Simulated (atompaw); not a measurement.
Sb (Z = 51): variants of one PAW (atompaw) potential

Base potential:

atompaw 4.2.0.5 input, output lines left out:

```
Sb 51
GGA-PBE scalarrelativistic loggrid 1500 logderivrange -4 5 226
5 5 4 0 0 0
5 1 1.5
0 0 0
c
c
c
c
v
c
c
c
v
c
c
2
2.20 2.05 2.05 2.15
y
1.35
n
y
-0.7
n
y
0.1
n
custom rrkj gramschmidtortho besselshape
3 0 troulliermartins
2.20
2.20
2.20
2.05
2.20
```

All-electron outer shells of the reference configuration (PBE, scalar-relativistic, ld1.x):

```json
{"shell": "5s", "level (eV)": "-24.93", "outermost node (bohr)": "0.95", "outermost maximum (bohr)": "1.86"}
{"shell": "5p", "level (eV)": "-15.94", "outermost node (bohr)": "1.04", "outermost maximum (bohr)": "2.21"}
```

Cutoffs, loose and tight: the cutoffs (Ry, on a coarse ladder) from which the occupation-weighted sum of valence levels, in a spherical-Bessel basis at the reference potential, stays within 10 and 1 mRy of its value at 400 Ry. They see the waves, projectors and local potential, not the compensation charge or the core. A dash means not determined.

A true bound ghost makes a file unfit for plane-wave use even where its test errors are small: the radial tests pick states by their node count and pass the ghost by.

| change | outcome | cutoff, loose | cutoff, tight | bound ghosts |
| --- | --- | --- | --- | --- |
| base | generated | 6 Ry | 8 Ry | s, p |
| augmentation sinc compensation charge, radius 2.05 bohr; PAW radius 2.20 bohr; waves and projectors: custom rrkj gramschmidtortho | generated | 6 Ry | 8 Ry | s, p |
| wave 5d channel at 0.1 Ry: rc 2.20 bohr becomes 5d channel at 0.1 Ry: rc 1.96 bohr | generated | 6 Ry | 8 Ry | s, p |
| core correction smooth core density matched at 1.36 bohr | generated | 6 Ry | 8 Ry | s, p |
| wave 5s channel at 1.35 Ry: rc 2.20 bohr becomes 5s channel at -1.63 Ry: rc 2.20 bohr | generated | 6 Ry | 15 Ry | s, p |
| core [Kr], valence charge 15; reference 4d10 5s2 5p2.5; waves now 5s (bound): rc 2.25 bohr; 5s channel at 0.7 Ry: rc 2.25 bohr; 5p (bound): rc 2.25 bohr; 5p channel at 2 Ry: rc 2.25 bohr; 4d (bound): rc 1.35 bohr; 4d channel at -1.45 Ry: rc 1.35 bohr; 4f channel at -0.1 Ry: rc 2.25 bohr; local potential troulliermartins scheme with l = 4 at 0 Ry, radius 1.95 bohr; core correction smooth core density matched at 1.45 bohr; augmentation besselshape compensation charge, radius 1.85 bohr; PAW radius 2.25 bohr; waves and projectors: custom rrkj gramschmidtortho | generated | 90 Ry | 140 Ry | none |
| reference 5s1.75 5p3.25; added wave 5d channel at 2.3 Ry: rc 2.20 bohr | generated | 6 Ry | 8 Ry | s, p, d |
| augmentation besselshape compensation charge, radius 2.05 bohr; PAW radius 2.20 bohr; waves and projectors: custom rrkj vanderbiltortho | generated | 6 Ry | 8 Ry | s, p |

(1) What comes out with this change to the base: wave 5s (bound): rc 2.20 bohr becomes 5s (bound): rc 1.84 bohr?

Results:

(1) outcome: generated; cutoff, loose: 12 Ry; cutoff, tight: 21 Ry; bound ghosts: s, p.
